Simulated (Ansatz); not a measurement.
Species: BI$_{3}$, SMILES `IB(I)I` (charge 0, multiplicity 1), formula BI$_{3}$.

Problem. How many basis functions does Ansatz (an electronic-structure program) with frozen-core CCSD(T)/def2-TZVPP // PBE-D3(BJ)/def2-TZVP use, how many core orbitals are frozen, and how many electrons are correlated?

Solution. 181 basis functions and 13 frozen orbitals, which leaves 54 correlated electrons (filled d shells below the valence shell are correlated). Core time is of the order of minutes.
